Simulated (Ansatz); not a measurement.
CH4O2SeSi (`O=C(O)[SiH2][SeH]`), relaxed with RKS PBE-D4/def2-SVP in Ansatz from a rough embedded geometry. The force threshold is 0.03 eV/Å; the program also tests the step.

Charge 0, multiplicity 1.

Start:

```xyz
9

O     0.826    1.582   -1.191
C     0.371    0.897   -0.174
O     0.876    1.112    1.086
Si   -0.930   -0.313   -0.349
Se    0.020   -2.419   -0.623
H     1.626    1.822    1.248
H    -1.809   -0.358    0.799
H    -1.724   -0.041   -1.560
H     0.744   -2.281    0.765
```

Problem. By how much does the energy fall, and how many steps does the optimiser take? (Best estimate.)

Solution. Ansatz gave: 79.82 kJ/mol, in 39 steps, 6 of them rejected.

Problem. Which bonds change most? (An estimate is asked.)

Solution. The calculation gave: C2–Si4 from 1.785 to 1.940 Å; O1–C2 from 1.308 to 1.217 Å; Se5–H9 from 1.571 to 1.486 Å; Si4–H7 from 1.446 to 1.505 Å.

Problem. Give the relaxed structure. (An estimate is asked.)

Solution. Computed: 
```xyz
9

O     0.129    2.189   -0.472
C     0.322    1.056   -0.073
O     1.379    0.706    0.701
Si   -0.918   -0.394   -0.429
Se    0.039   -2.477   -0.304
H     1.901    1.532    0.840
H    -2.053   -0.199    0.539
H    -1.413   -0.238   -1.834
H     0.613   -2.174    1.032
```
